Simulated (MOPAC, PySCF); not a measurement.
C4H5BOS, SMILES `c1scc(c1O)B`, neutral singlet in the gas phase. 

Cartesian coordinates (Å):
```xyz
12

B      1.9325     0.5319    -0.1424
C      0.5681    -0.1475    -0.0288
C      0.4157    -1.5243     0.0391
S     -1.2043    -2.0227     0.1606
C     -1.7712    -0.3917     0.1263
C     -0.7257     0.4921     0.0241
O     -0.8154     1.8307    -0.0272
H      2.0342     1.7329    -0.2002
H      2.9274    -0.1565    -0.1747
H      1.2162    -2.2641     0.0210
H     -2.8372    -0.1751     0.1832
H     -1.7402     2.0944     0.0191
```
Charge 0, multiplicity 1.

All levels are single points at this geometry (PBE0-D3(BJ)/def2-SVP); Pople sets use spherical d functions. Orbital energies aren't observables, and empty levels follow the basis.

BP86/6-31G* in PySCF gives gap (eV) = 2.91.

Problem. Estimate the gap (eV) from each of these levels: ωB97X-D3(BJ)/def2-TZVP in PySCF; B3LYP/3-21G in PySCF; B3LYP/6-31G* in PySCF; PBE/6-31G* in PySCF; HF/6-31G* in PySCF; HF/STO-3G in PySCF; AM1 in MOPAC; PM7 in MOPAC.

Solution. 
```json
[
 {"level": "ωB97X-D3(BJ)/def2-TZVP in PySCF", "gap (eV)": "9.02"},
 {"level": "B3LYP/3-21G in PySCF", "gap (eV)": "4.46"},
 {"level": "B3LYP/6-31G* in PySCF", "gap (eV)": "4.47"},
 {"level": "PBE/6-31G* in PySCF", "gap (eV)": "2.90"},
 {"level": "HF/6-31G* in PySCF", "gap (eV)": "10.74"},
 {"level": "HF/STO-3G in PySCF", "gap (eV)": "11.98"},
 {"level": "AM1 in MOPAC", "gap (eV)": "8.72"},
 {"level": "PM7 in MOPAC", "gap (eV)": "7.78"}
]
```
